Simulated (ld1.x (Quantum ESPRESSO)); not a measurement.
## Building the RRKJ potential for Ag (PBE, scalar-relativistic).

ld1.x (Quantum ESPRESSO) 7.5 input, shortened:

```
&input
   title='Ag', zed=47., rel=1, dft='PBE', iswitch=3,
   config='[Kr] 4d8 5s0 5p0'
 /
 &inputp
   pseudotype=2, tm=.false., rho0=0.005, lloc=0,
   nlcc=.true., new_core_ps=.true., rcore=0.60
 /
3
4P  2  1   6.00   0.00  1.45  1.45  0.0
4D  3  2   8.00   0.00  1.45  1.45  0.0
4S  1  0   2.00   0.00  1.14  1.14  0.0
 &test
   configts(1)='4s2 4p6 4d8 5s0 5p0'
 /
```

Poles of the logarithmic derivatives, all-electron (AE) and pseudo (PS). s: poles at -9.2 (AE) and -9.2 (PS) Ry. p: poles at -6.1 (AE) and -6.1 (PS) Ry. d: poles at -1.2 (AE) and -1.2 (PS) Ry. Test radius 1.60 bohr.

* Cutoffs needed: 120 Ry and 200 Ry (the cutoffs (Ry, on a coarse ladder) from which the occupation-weighted sum of valence levels, in a spherical-Bessel basis at the reference potential, stays within 10 and 1 mRy of its value at 400 Ry)
* Ghost test: no extra level below or beside the all-electron valence levels (p, d, s, f tested) (spherical-Bessel basis up to 400 Ry, 20 bohr box)
* Largest excitation error: +413 meV (all-electron minus pseudo) for 4s2 4p6 4d9 5s1 5p1, out of 7 test configurations
